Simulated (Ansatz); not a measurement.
Z-matrix (Å, degrees):
```
Si
Ga 1 2.414
H 1 1.492 2 109.0
H 1 1.490 2 111.6 3 -118.4
H 1 1.489 2 113.0 3 119.6
H 2 1.573 1 121.6 3 -101.9
H 2 1.573 1 120.2 3 77.0
```

Total charge 0; spin multiplicity 1.

Task: List the r2SCAN/def2-TZVPP orbital energies in eV (the Gaussian-basis code of Ansatz). (Best estimate.)

Result: Computed: Occupied: -10122.38, -1790.81, -1244.61, -1101.06, -1100.94, -1100.93, -148.14, -141.31, -101.13, -100.78, -100.76, -96.16, -96.16, -96.16, -20.70, -20.56, -20.54, -20.41, -20.35, -13.79, -11.20, -8.85, -8.84, -7.64, -6.83. Lowest empty: -2.72, 0.04, 0.08, 0.92, 1.16, 1.77, 2.58, 3.74.
